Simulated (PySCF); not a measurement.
Estimate the missing entries of this data sheet.

Species: C8H11 (doublet state).
InChI=1S/C8H11/c1-5-8(4,6-2)7-3/h1,6-7H,2H2,3-4H3/t8-/m1/s1

Conformer (atom-mapped SMILES and torsion angles): `[CH:1]#[C:2][C@@:3]([CH3:4])([CH:5][CH3:6])[CH:7]=[CH2:8]`: C2–C3–C5–C6 25°, C2–C3–C7–C8 139°.

```tsv
property	level	value
point group of the GFN2-xTB geometry	GFN2-xTB	?
rotational constants A, B, C of the GFN2-xTB geometry	GFN2-xTB	?
isotropic g value	unrestricted B3LYP/pcH-1, mean-field spin–orbit	?
spin squared ⟨S²⟩	unrestricted B3LYP/pcH-1	0.756
largest isotropic hyperfine couplings (means over sets of like nuclei)	unrestricted B3LYP/pcH-1	13C +90.3, 1H +77.6 (×3), 1H -61.8, 13C +57.3, 13C -33.8 MHz
```

Electronic properties: PySCF, gas phase, density fitting. GFN2-xTB frequencies show an imaginary mode (53i cm⁻¹), so this geometry is no minimum at that level. Hyperfine couplings depend on the geometry, which wasn't re-optimised at a DFT level. Couplings of like nuclei are plain means over topologically equivalent atoms, as if these changed places fast (by rotation of a methyl-like group, say); in this geometry the members of some sets differ.

Task: What are the rotational constants A, B, C of the GFN2-xTB geometry?

Result: 2.358, 1.767, 1.430 GHz.

Task: What is the isotropic g value?

Result: 2.00260.

Task: Give the point group of the GFN2-xTB geometry.

Result: C1.

g_iso is shifted by about +280 ppm from the free-electron value 2.002319. With B = h/(8π²I), that is 505.379 GHz u Å² over I, the principal moments of inertia are 214.3, 286.0 and 353.5 u Å² (most abundant isotopes); the inertial defect Ic − Ia − Ib is -146.8 u Å² (zero for a rigid planar frame, negative otherwise). ⟨S²⟩ is 0.006 above the pure-spin value S(S + 1) = 0.75. The rotational constants make it an asymmetric top with κ = (2B − A − C)/(A − C) = -0.27, nearer the prolate limit (−1).

For the EPR job (B3LYP), the run took 81 s wall (with the writing of density and orbital grids) on an Arm Neoverse V2 with one thread (shared host), and the process peaked at 1.1 GiB of memory.

One conformer stands for the species.
